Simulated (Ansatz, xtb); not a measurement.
The molecule HfAs, multiplicity 2 (lowest of 2S+1 = 2, 4, 6, 8 at PBE0/def2-TZVPP; our sources give no spin for the ground state, which may be another). No spin–orbit coupling. As is treated without relativity.

Constants: fifth-degree fit in 1/R to seven points, most abundant isotopes. In def2 and cc sets the state is the lowest found near the PBE0 minimum, followed along R.

Programs: Ansatz (a first-principles code) with Gaussian orbitals; xtb for the GFN methods. Values without a source in brackets are computed. In def2 rows elements past Kr take small-core potentials, without spin–orbit coupling. The GFN methods have no spin term and hold the electronic entropy of 300 K.

| level | r_e (Å) | ω_e (cm⁻¹) | ω_e x_e (cm⁻¹) | dipole (D) |
|---|---|---|---|---|
| GFN1-xTB | 2.346 | (withheld) | 1.0 | - |
| GFN2-xTB | 2.340 | 390 | 1.2 | - |
| SVWN5/def2-TZVPP | 2.301 | 336 | 0.55 | 4.39 |
| PBE/def2-TZVPP | 2.325 | 326 | 0.55 | 4.45 |
| B3LYP/def2-TZVPP | 2.321 | 331 | 0.55 | 4.63 |
| PBE0/def2-TZVPP | 2.301 | 345 | 0.53 | 4.97 |
| wB97X-V/def2-TZVPP | 2.286 | 357 | 0.54 | 5.23 |
| wB97M-V/def2-TZVPP | (withheld) | (withheld) | 0.54 | 4.78 |

Problem. What belongs in the gaps?

Solution. 
- wB97M-V/def2-TZVPP, r_e (Å): 2.295
- wB97M-V/def2-TZVPP, ω_e (cm⁻¹): 349
- GFN1-xTB, ω_e (cm⁻¹): 440
